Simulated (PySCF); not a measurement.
**Computed NMR parameters against published values**

Cartesian coordinates in Å; atom numbers follow the order of the lines, from 1:
```xyz
15

C    -1.7857    0.5970   -0.0698
C    -0.9921   -0.6952    0.0446
C     0.4234   -0.6328   -0.5129
S     1.4667    0.4591    0.4417
O     1.1717    1.8353    0.1091
O     1.4930   -0.0051    1.8208
O     2.9266    0.1189   -0.1955
H    -1.8404    0.9417   -1.1143
H    -1.3306    1.4071    0.5171
H    -2.8137    0.4492    0.2913
H    -1.5080   -1.5064   -0.4949
H    -0.9315   -1.0163    1.0974
H     0.4657   -0.2558   -1.5459
H     0.9209   -1.6122   -0.4689
H     3.4218   -0.3596    0.4872
```

The experiment to reproduce: δ $^{13}$C C3 53.7; C2 18.8; C1 13.7 ppm (measured; solution, not stated per compound (mostly CDCl3 or CCl4); Pretsch, Buehlmann, Badertscher, Structure Determination of Organic Compounds, 4th ed. (2009)).

[PySCF 2.14: B97-2/pcSseg-1 with gauge-including orbitals; PBE0-D3(BJ)/def2-SVP geometry; one averaged value for each set of equivalent atoms; single conformer; no solvent model; no relativistic terms]

(1) How close does the calculation come?

(2) How far are the unscaled $^{13}$C shifts from the references?

Answers

(1) 
Reference values: measured (solution, not stated per compound (mostly CDCl3 or CCl4); Pretsch, Buehlmann, Badertscher, Structure Determination of Organic Compounds, 4th ed. (2009)).
| atoms | quantity | reference | computed | computed, scaled |
| --- | --- | --- | --- | --- |
| C3 | δ $^{13}$C | 53.7 | 60.0 | 58.4 |
| C2 | δ $^{13}$C | 18.8 | 20.0 | 18.6 |
| C1 | δ $^{13}$C | 13.7 | 14.4 | 13.0 |

Computed shifts are σ(ref) − σ with the named reference compound (TMS for H and C) calculated as an isolated molecule at the same level. The measured values may be among those fitted. Expected solution values come from regression of measured δ (H and C: mostly CDCl3, vs TMS) on computed σ: $^{13}$C (scatter 1.9 ppm rms). Occasional misses reach two or three times the rms, and more in compound classes unlike the fitted ones.

(2) Mean signed difference +2.73 ppm, mean absolute 2.73 ppm over 3 comparisons; the largest is +6.3 ppm at C3 (sp3 CH2 bonded to S).

3 of the 6 published NMR values on file for this molecule are compared.
